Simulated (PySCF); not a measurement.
H2Si (SMILES [SiH2]), triplet, at a GFN2-xTB geometry; DF-BLYP/6-311++G** (PySCF).

The PySCF input:
```python
from pyscf import gto, scf, dft

mol = gto.Mole()
mol.atom = '''
    Si   -0.00166170    0.08538378    0.00495698
    H    -1.25761844   -0.62511866    0.01233517
    H     1.28088231   -0.57025423   -0.08173290
'''
mol.basis = '6-311++g**'
mol.spin = 2
mol.verbose = 4
mol.build()

mf = dft.UKS(mol)
mf.xc = 'blyp'
mf = mf.density_fit(auxbasis='def2-universal-jkfit')
mf.kernel()
mf.analyze()
```

What the program printed (banner, timings and long lists left out):

```
PySCF version 2.14.0

[INPUT] verbose = 4
[INPUT] num. atoms = 3
[INPUT] num. electrons = 16
[INPUT] charge = 0
[INPUT] spin (= nelec alpha-beta = 2S) = 2
[INPUT] symmetry False subgroup None
[INPUT] Mole.unit = angstrom
[INPUT] Symbol           X                Y                Z      unit          X                Y                Z       unit  Magmom
[...]
nuclear repulsion = 10.4763192452172
number of shells = 24
number of NR pGTOs = 67
number of NR cGTOs = 44
basis = 6-311++g**
ecp = {}

******** <class 'pyscf.df.df_jk.DFUKS'> ********
method = DFUKS
initial guess = minao
damping factor = 0
level_shift factor = 0
DIIS = <class 'pyscf.scf.diis.CDIIS'>
diis_start_cycle = 1
diis_space = 8
diis_damp = 0
SCF conv_tol = 1e-09
SCF conv_tol_grad = None
SCF max_cycles = 50
direct_scf = False
number electrons alpha = 9  beta = 7
XC library pyscf.dft.libxc version 7.1.2
    S. Lehtola, C. Steigemann, M. J. T. Oliveira, and M. A. L. Marques,  SoftwareX 7, 1–5 (2018)
XC functionals = blyp
    A. D. Becke,  Phys. Rev. A 38, 3098 (1988)
    C. Lee, W. Yang, and R. G. Parr,  Phys. Rev. B 37, 785 (1988)
    B. Miehlich, A. Savin, H. Stoll, and H. Preuss,  Chem. Phys. Lett. 157, 200 (1989)
radial grids:
    Treutler-Ahlrichs [JCP 102, 346 (1995); DOI:10.1063/1.469408] (M4) radial grids

becke partition: Becke, JCP 88, 2547 (1988); DOI:10.1063/1.454033
pruning grids: <function nwchem_prune>
grids dens level: 3
symmetrized grids: False
atomic radii adjust function: <function treutler_atomic_radii_adjust>
small_rho_cutoff = 0
Set gradient conv threshold to 3.16228e-05
tot grids = 38800
init E= -290.491996346077

cycle= 1 E= -290.574112632053  delta_E= -0.0821  |g|= 0.114  |ddm|= 0.966
cycle= 2 E= -290.576878016699  delta_E= -0.00277  |g|= 0.0747  |ddm|= 0.182
cycle= 3 E= -290.57919216771  delta_E= -0.00231  |g|= 0.0122  |ddm|= 0.0844
cycle= 4 E= -290.579282839328  delta_E= -9.07e-05  |g|= 0.00215  |ddm|= 0.0204
cycle= 5 E= -290.579286894511  delta_E= -4.06e-06  |g|= 0.000404  |ddm|= 0.00399
cycle= 6 E= -290.579287030959  delta_E= -1.36e-07  |g|= 0.000128  |ddm|= 0.000654
cycle= 7 E= -290.579287046247  delta_E= -1.53e-08  |g|= 1.7e-05  |ddm|= 0.000209
cycle= 8 E= -290.579287046615  delta_E= -3.68e-10  |g|= 3.2e-06  |ddm|= 3.78e-05
Extra cycle  E= -290.579287046621  delta_E= -5.97e-12  |g|= 2.34e-06  |ddm|= 8.44e-06
converged SCF energy = -290.579287046621  <S^2> = 2.0015584  2S+1 = 3.0010387
**** SCF Summaries ****
[...]
Total Energy =                        -290.579287046620948
[...]
**** MO energy ****
                             alpha | beta                alpha | beta
[...]
To work with the spin densities directly, `use mulliken_meta_spin()` only printing them here.

 ** Mulliken spin pop alpha/beta on meta-lowdin orthogonal AOs **
 ** Mulliken Spin Density (per AO)  **
spin_pop of  0 Si 1s       -0.00000
spin_pop of  0 Si 2s        0.00001
spin_pop of  0 Si 3s        0.23066
spin_pop of  0 Si 4s        0.00266
spin_pop of  0 Si 5s        0.00011
spin_pop of  0 Si 6s        0.00014
spin_pop of  0 Si 7s       -0.00001
spin_pop of  0 Si 2px      -0.00000
spin_pop of  0 Si 2py       0.00004
spin_pop of  0 Si 2pz       0.00004
spin_pop of  0 Si 3px       0.01022
spin_pop of  0 Si 3py       0.67945
spin_pop of  0 Si 3pz       0.99277
spin_pop of  0 Si 4px       0.00088
spin_pop of  0 Si 4py      -0.00062
spin_pop of  0 Si 4pz       0.00357
spin_pop of  0 Si 5px      -0.00021
spin_pop of  0 Si 5py       0.00042
spin_pop of  0 Si 5pz       0.00071
spin_pop of  0 Si 6px      -0.00002
spin_pop of  0 Si 6py       0.00000
spin_pop of  0 Si 6pz       0.00001
spin_pop of  0 Si 7px       0.00001
spin_pop of  0 Si 7py       0.00002
spin_pop of  0 Si 7pz       0.00002
spin_pop of  0 Si 3dxy     -0.00043
spin_pop of  0 Si 3dyz      0.00003
spin_pop of  0 Si 3dz^2     0.00003
spin_pop of  0 Si 3dxz      0.00000
spin_pop of  0 Si 3dx2-y2    0.00068
spin_pop of  1 H 1s        0.03842
spin_pop of  1 H 2s        0.00037
spin_pop of  1 H 3s        0.00072
spin_pop of  1 H 4s       -0.00003
spin_pop of  1 H 2px       0.00004
spin_pop of  1 H 2py      -0.00031
spin_pop of  1 H 2pz       0.00021
spin_pop of  2 H 1s        0.03842
spin_pop of  2 H 2s        0.00037
spin_pop of  2 H 3s        0.00072
spin_pop of  2 H 4s       -0.00003
spin_pop of  2 H 2px       0.00002
spin_pop of  2 H 2py      -0.00028
spin_pop of  2 H 2pz       0.00020
 ** Mulliken Spin Density (per atom)  **
spin density of  0 Si =      1.92118
spin density of  1 H =      0.03941
spin density of  2 H =      0.03941
 ** Mulliken pop alpha/beta on meta-lowdin orthogonal AOs **
 ** Mulliken pop       alpha | beta **
In total             9.00000 | 7.00000
 ** Mulliken atomic charges   ( Nelec_alpha | Nelec_beta ) **
charge of  0Si =      0.07071  (     7.92524      6.00406 )
charge of  1H =     -0.03535  (     0.53738      0.49797 )
charge of  2H =     -0.03535  (     0.53738      0.49797 )
Dipole moment(X, Y, Z, Debye):  0.00122, -0.06293, -0.00365
```
